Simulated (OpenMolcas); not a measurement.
## Pr4+ in a ligand field

Pr4+ with 6 ligands (fluoride) in tetragonal octahedral coordination (D4h) at 2.16 Å, the axial distance 2.441 Å. A charge of +0.333 e stands 2.6 Å behind each ligand. Ligand basis ANO-RCC-VDZP.
```
Pr    0.0000    0.0000    0.0000
F     2.1600    0.0000    0.0000
F     0.0000    2.1600    0.0000
F    -2.1600    0.0000    0.0000
F     0.0000   -2.1600    0.0000
F     0.0000    0.0000    2.4408
F     0.0000    0.0000   -2.4408
```

- Program: OpenMolcas 26.06
- Method: SS-CASPT2, IPEA 0.25 Eh, imaginary shift 0.1 Eh (closed shells correlated: 5s 5p and the ligand valence shells)
- Basis: ANO-RCC-VTZP [8s7p5d3f2g1h]
- Scalar Hamiltonian: DKH2, point nucleus
- Active space: 1 electron in 7 orbitals (4f)
- State averaging: 2S+1 = 2 odd, 7 roots
- Spin-orbit coupling: state interaction with AMFI integrals over the reference wave functions

The lowest spin-free states (labels of D4, the rotations of D4h), above the lowest:

```
State  Degeneracy  E (cm-1)  Free-ion L (%)
  2B1           1         0         F (100)
   2E           2       720         F (100)
  2B2           1      1310         F (100)
  2A2           1      1940         F (100)
   2E           2      3430         F (100)
```

The lowest levels with spin-orbit coupling:

```json
{"E (cm-1)": "0", "Degeneracy": "2", "Label": "E3/2", "2S+1": "2", "J": "2.57", "|mJ| (%)": "3/2 (80)", "g": "1.04 1.18 1.18"}
{"E (cm-1)": "970", "Degeneracy": "2", "Label": "E1/2", "2S+1": "2", "J": "2.60", "|mJ| (%)": "1/2 (95)", "g": "0.17 2.41 2.41"}
{"E (cm-1)": "1880", "Degeneracy": "2", "Label": "E3/2", "2S+1": "2", "J": "2.68", "|mJ| (%)": "5/2 (71)", "g": "0.65 0.65 2.52"}
{"E (cm-1)": "3100", "Degeneracy": "2", "Label": "E3/2", "2S+1": "2", "J": "3.51", "|mJ| (%)": "5/2 (63)", "g": "2.23 3.46 3.46"}
{"E (cm-1)": "4080", "Degeneracy": "2", "Label": "E1/2", "2S+1": "2", "J": "3.48", "|mJ| (%)": "1/2 (84)", "g": "0.01 3.69 3.69"}
{"E (cm-1)": "4930", "Degeneracy": "2", "Label": "E3/2", "2S+1": "2", "J": "3.37", "|mJ| (%)": "3/2 (54)", "g": "0.15 2.93 2.93"}
{"E (cm-1)": "5860", "Degeneracy": "2", "Label": "E1/2", "2S+1": "2", "J": "3.46", "|mJ| (%)": "7/2 (78)", "g": "0.72 0.72 6.04"}
```

Powder χT (cm3 K/mol): 0.122 at 2 K, 0.127 at 10 K, 0.155 at 50 K, 0.189 at 100 K, 0.258 at 200 K, 0.327 at 300 K. The effective moment at 300 K is 2.828 √(χT) = 1.62 μB.

Hund's rules give f1 the level 2F5/2 with g = 0.857, so an isolated free-ion multiplet has χT = g² J(J+1) / 8 = 0.804 cm3 K/mol. The computed 0.327 at 300 K differs by -59 %, through the field's splitting, the mixing of terms and any other multiplet in reach.

Stevens parameters of the J = 5/2 multiplet, which is 1878 cm-1 wide (cm-1, z along the main axis): B20 = 3.628e+01, B40 = 2.605e+00, B44 = 2.887e+01.

Over all roots computed the reference weight is 0.70; a low but even weight reflects the number of correlated electrons. Splittings of an f shell from a small cluster at a set distance can be off by tens of per cent, mostly too small. No measured value stands beside these numbers; the geometry was imposed, not optimised, and the real ion may take another.
